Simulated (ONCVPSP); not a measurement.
# What the settings do to the ONCV potential of Ce

Base potential:

```json
{
  "Element": "cerium (Ce)",
  "Generator": "ONCVPSP 4.0.1",
  "Type": "optimised norm-conserving Vanderbilt (ONCV)",
  "Functional": "PBEsol",
  "Relativity": "scalar-relativistic",
  "Frozen core": "[Kr] 4d10",
  "Valence charge": "12",
  "Reference configuration": "4f1 5s2 5p6 5d1 6s1.75 (charge +0.25)",
  "Partial waves": "5s+6s: rc 2.50 bohr, ncon 4, nbas 8, qcut 4.2 1/bohr, 2 projectors; 5p: rc 3.00 bohr, ncon 5, nbas 9, qcut 5 1/bohr, 2 projectors, debl 2.5 Ha; 5d: rc 3.10 bohr, ncon 4, nbas 9, qcut 5.5 1/bohr, 2 projectors, debl 3.2 Ha; 4f: rc 1.20 bohr, ncon 4, nbas 9, qcut 11.5 1/bohr, 3 projectors, debl 3 Ha",
  "Local potential": "polynomial inside 1.00 bohr (lpopt 3, dvloc0 -1 Ha)",
  "Core correction": "none"
}
```

All-electron outer shells of the reference configuration (PBEsol, scalar-relativistic, ld1.x):

```csv
shell,level (eV),outermost node (bohr),outermost maximum (bohr)
4d,-111.78,0.31,0.66
5s,-41.99,0.75,1.37
5p,-24.60,0.81,1.55
4f,-6.80,–,0.71
6s,-4.91,1.81,3.68
5d,-4.37,0.92,2.15
```

Cutoffs, loose and tight: the cutoffs (Ha) at which the residual kinetic energy of the hardest occupied pseudo-wave falls to 1 and 0.1 mHa per electron. They do not see the model core or the augmentation charge, which bear on the density cutoff. Test errors are all-electron minus pseudo excitation energies from the reference, over the configurations 4f1 5s2 5p6 5d1 6s2; 4f1 5s2 5p6 5d1 6s1; 4f1 5s2 5p6 5d1 6s0; 4f1 5s2 5p6 5d1 6s0 6p1. A dash means not determined; rows that change the core or the reference have their own tests.

1 further variants are left out, since the program set their typed debl aside.

A true bound ghost makes a file unfit for plane-wave use even where its test errors are small: the radial tests pick states by their node count and pass the ghost by.

| change | outcome | cutoff, loose | cutoff, tight | bound ghosts | GHOST(+) flags above zero | largest test error (meV) |
| --- | --- | --- | --- | --- | --- | --- |
| base | generated | 80 Ha | 233 Ha | s | p, d | +7.6 |
| all radii scaled by about 1.25 (s 3.12, p 3.76, d 3.88, f 1.50 bohr); local potential polynomial inside 1.26 bohr (lpopt 3, dvloc0 -1 Ha) | generated, projector energies reset by the program | 55 Ha | 60 Ha | s | p | -7.0 |
| reference 4f1 5s2 5p6 5d1; wave 5s+6s: rc 2.50 bohr, ncon 4, nbas 8, qcut 4.2 1/bohr, 2 projectors becomes 5s: rc 2.50 bohr, ncon 4, nbas 8, qcut 4.2 1/bohr, 2 projectors, debl 3 Ha | generated, projector energies reset by the program | 80 Ha | 233 Ha | s | p | -35 |
| f: nproj 1 | generated | 80 Ha | 233 Ha | s | p, d | +7.6 |

Problem. What comes out with this change to the base: non-relativistic?

Solution. outcome: generated; cutoff, loose: 84 Ha; cutoff, tight: 235 Ha; bound ghosts: s; GHOST(+) flags above zero: p, d; largest test error (meV): +10.

Problem. What comes out with this change to the base: s: qcut 4.7; p: qcut 5.6; d: qcut 6.1; f: qcut 12.8?

Solution. outcome: generated; cutoff, loose: 74 Ha; cutoff, tight: 86 Ha; bound ghosts: s; GHOST(+) flags above zero: p, d; largest test error (meV): +5.3.
